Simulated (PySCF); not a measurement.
F3Ga, charge -1, multiplicity 2. Atoms are numbered in the order given.

```xyz
4

Ga     0.0000     0.0000    -0.3203
F      1.4840    -0.8568     0.3678
F     -1.4840    -0.8568     0.3678
F      0.0000     1.7136     0.3678
```
Charge -1, spin multiplicity 2.

Geometry optimised at B3LYP-D3(BJ)/def2-SVPD. The multiplicity is an assumed one; other spin states were not compared. The isomer is the one that the SMILES or the coordinates give; other isomers of the formula were not compared.

Method: PySCF with PBE0/def2-TZVPD.

Gas-phase values at a fixed geometry.

```yaml
total_energy: -2224.17052 hartree
point_group: C3v
"α spin, highest occupied and lowest empty level": -0.99 and 4.43 eV
"β spin, highest occupied and lowest empty level": -5.03 and 2.21 eV
dipole_moment_about_the_centre_of_nuclear_charge: 1.50 D
mean_static_polarisability: 48.3 bohr³ (7.16 Å³)
polarisability_principal_values: 46.4, 49.3, 49.3 bohr³
"⟨S²⟩": 0.752 (pure state 0.75)
```
